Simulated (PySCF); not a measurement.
**Structure elucidation problem**

The spectra below were simulated for a compound C$_{7}$H$_{12}$O$_{2}$Si.

¹H NMR (400 MHz, computed): δ 6.07 (br s, 1H), 5.76 (br s, 1H), 4.67 (m, 1H), 4.64 (m, 1H), 4.49 (m, 1H), 4.39 (m, 1H), 3.57 (m, 1H), 2.32 (s, 3H), 1.11 (m, 1H), 0.99 (m, 1H).

¹³C{¹H} NMR (computed): δ 217.0 (C), 148.7 (C), 134.1 (CH2), 86.8 (CH), 81.1 (CH2), 27.2 (CH3), 16.7 (CH2).

[PySCF 2.14.0 with density-fitted response routines: GFN2-xTB structure; PBE0/pcSseg-1 with gauge-including orbitals; single conformer; in vacuum; relativity neglected; averaged over atoms made equivalent by symmetry, fast rotation or ring inversion]

Scale: ¹H (31.72 ppm) and ¹³C (186.93 ppm) vs TMS (reference shieldings calculated alike).

Q: Which candidate is it?
A. C=C1CO[C@@H](C(C)=O)C[SiH2]1
B. O=C[C@@H]1[SiH2]C[C@@H]1OC1CC1
C. C[Si](C)(C)Oc1ccco1

A: A. 

The formula gives 3 degrees of unsaturation (1 ring in the answer). 7 carbon signals for 7 carbons: no two carbons are equivalent. Carbon types of the structure: 2 × C, 1 × CH, 3 × CH2, 1 × CH3, leaving 2 H on heteroatoms. δC 217.0: ketone carbonyl carbon; low-lying n→π* states of the double bond to the heteroatom give a large paramagnetic term (-282 ppm). δC 148.7: fully substituted alkene carbon; as expected for a trigonal carbon in a double bond. δC 134.1: terminal =CH2 carbon; as expected for a trigonal carbon in a double bond. δC 86.8: sp3 CH bonded to O, α to a carbonyl; the inductive effect lowers its shielding. δC 81.1: allylic sp3 CH2 bonded to O; pulled downfield by the heteroatom.

The others: C[Si](C)(C)Oc1ccco1 would give 5 carbon signals, not 7; O=C[C@@H]1[SiH2]C[C@@H]1OC1CC1 would give 12 signals for carbon-bound and other non-exchanging H, not 10.

Shifts are as computed. Against solution values, carbons near 30 ppm lie about +3 ppm off and those near 130 ppm about +5 ppm. Of 1309 compounds with measured shifts, 239 miss one by over three times the rms of a fit or turn the order of signals round; such compounds aren't used in these exercises. Multiplicities follow the n + 1 count of equivalent neighbours, as no J values were calculated; m marks all less simple cases, F and P coupling included.
